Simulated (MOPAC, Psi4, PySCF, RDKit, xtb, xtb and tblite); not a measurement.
Two geometries of SMILES CO[SiH2][Si](C)(C)C, relaxed at GFN2-xTB with one dihedral held; other torsions can differ between them too.

Structure A

```
21

C      3.4508     0.5371    -0.2119
O      2.0761     0.3205    -0.1850
Si     1.1748    -0.2003     1.0672
Si    -0.9189    -0.2183     0.0920
C     -2.1789    -0.8379     1.3874
C     -1.0336    -1.3882    -1.4210
C     -1.4941     1.5180    -0.4779
H      3.7245     0.8839    -1.2094
H      3.7395     1.2926     0.5229
H      3.9938    -0.3850     0.0093
H      1.3806     0.6949     2.2232
H      1.7121    -1.4862     1.5549
H     -2.1959    -0.1950     2.2621
H     -1.9379    -1.8406     1.7268
H     -3.1861    -0.8643     0.9831
H     -0.8130    -2.4145    -1.1407
H     -2.0245    -1.3773    -1.8680
H     -0.3226    -1.1006    -2.1900
H     -2.4792     1.4887    -0.9366
H     -0.8050     1.9374    -1.2052
H     -1.5443     2.2086     0.3594
```

Structure B

```
21

C     -3.4524     0.8300    -0.1540
O     -2.1096     0.4845    -0.0644
Si    -1.3151    -0.3360     1.0999
Si    -1.3291    -2.6176     0.6466
C     -0.1663    -3.5365     1.8533
C     -3.0699    -3.4106     0.8235
C     -0.7282    -3.0036    -1.1315
H     -4.0601    -0.0365    -0.4328
H     -3.5579     1.5980    -0.9221
H     -3.8229     1.2228     0.7962
H     -0.0111     0.3192     0.9882
H     -1.8859     0.0169     2.4138
H      0.8495    -3.1591     1.7841
H     -0.4876    -3.4163     2.8834
H     -0.1341    -4.6015     1.6435
H     -3.4777    -3.2507     1.8181
H     -3.0417    -4.4837     0.6529
H     -3.7741    -2.9879     0.1114
H     -0.7537    -4.0684    -1.3489
H     -1.3452    -2.5029    -1.8725
H      0.2932    -2.6640    -1.2793
```

Which is lower in energy at the level B3LYP-D3(BJ)/def2-SVP // GFN2-xTB (Psi4), and by how much?

A is lower, by 5.39 kJ/mol (dihedral C1–O2–Si3–Si4: 180° in A, 90° in B).

E(B) − E(A) in kJ/mol at the other levels, on the same two geometries: GFN2-xTB (xtb and tblite) 7.31; MMFF94 // GFN2-xTB (RDKit) 5.08; B3LYP/def2-SVP // GFN2-xTB (Psi4) 6.03; PBE/def2-SVP // GFN2-xTB (Psi4) 5.09; PBE-D3(BJ)/def2-SVP // GFN2-xTB (Psi4) 4.58; UFF // GFN2-xTB (RDKit) 10.37; PM3, restricted, heats of formation // GFN2-xTB (MOPAC) -3.08; PM7, restricted, heats of formation // GFN2-xTB (MOPAC) -3.27; GFN1-xTB // GFN2-xTB (xtb) -2.66; restricted B3LYP/6-31G*, spherical d, density fitting // GFN2-xTB (PySCF) 4.60; restricted B3LYP/6-311+G**, spherical d, density fitting // GFN2-xTB (PySCF) 6.06; restricted B3LYP/3-21G, density fitting // GFN2-xTB (PySCF) 3.82; restricted MP2 (frozen core)/3-21G // GFN2-xTB (PySCF) 5.22.

MMFF94 has few fitted parameters for silicon.
